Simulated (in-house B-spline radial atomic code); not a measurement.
Radial electron density of Fe³⁺, [Ar] 3d5. Computed with a radial B-spline atomic code at the basis-set limit: scalar-relativistic (X2C) LDA VWN5, spin-polarised, spherical fractional occupations, Fermi nucleus of rms radius 3.7377 fm.

One-electron X2C: radii and densities carry no picture-change correction, so inner-shell <1/r> comes out high (for 1s by about 2 % at Z = 33, 5 % at 54, 10 % at 75, 30 % at 118) and <r> low.

Columns: r (bohr), 4πr²n(r) (electrons per bohr), bar.

```
 0.00225   0.8692 #
 0.00269    1.189 ##
 0.00321    1.616 ##
 0.00384    2.194 ###
 0.00459    2.959 ####
 0.00549    3.965 #####
 0.00657    5.274 #######
 0.00785    6.927 #########
 0.00939    9.003 ###########
  0.0112    11.49 ###############
  0.0134    14.46 ##################
   0.016    17.78 #######################
  0.0192    21.44 ###########################
  0.0229    24.93 ################################
  0.0274    28.08 ####################################
  0.0328    30.36 ######################################
  0.0392    31.34 ########################################
  0.0469    30.82 #######################################
   0.056    29.01 #####################################
   0.067    26.59 ##################################
  0.0801    24.72 ###############################
  0.0958    24.56 ###############################
   0.115    26.75 ##################################
   0.137    30.44 #######################################
   0.164    33.92 ###########################################
   0.196     34.7 ############################################
   0.234    31.45 ########################################
    0.28    24.86 ################################
   0.335    17.83 #######################
     0.4    13.61 #################
   0.478    13.27 #################
   0.572    15.23 ###################
   0.684    16.49 #####################
   0.818    15.16 ###################
   0.978    11.58 ###############
    1.17    7.361 #########
     1.4    3.929 #####
    1.67    1.806 ##
       2   0.6953 #
    2.39   0.2279 
    2.86  0.05972 
    3.42  0.01184
```

On this grid the curve has 3 maxima, near 0.0392, 0.196, 0.684 bohr.

The 3d up radial function P(r) = rR(r), positive near the nucleus:

| r (bohr) | P |
| --- | --- |
| 0.0192 | 0.001047 |
| 0.0274 | 0.002813 |
| 0.0392 | 0.007419 |
| 0.056 | 0.01881 |
| 0.0801 | 0.04556 |
| 0.115 | 0.1042 |
| 0.164 | 0.2152 |
| 0.234 | 0.399 |
| 0.335 | 0.6483 |
| 0.478 | 0.8862 |
| 0.684 | 0.9929 |
| 0.978 | 0.8894 |
| 1.4 | 0.6238 |
| 2 | 0.3217 |
| 2.86 | 0.1057 |
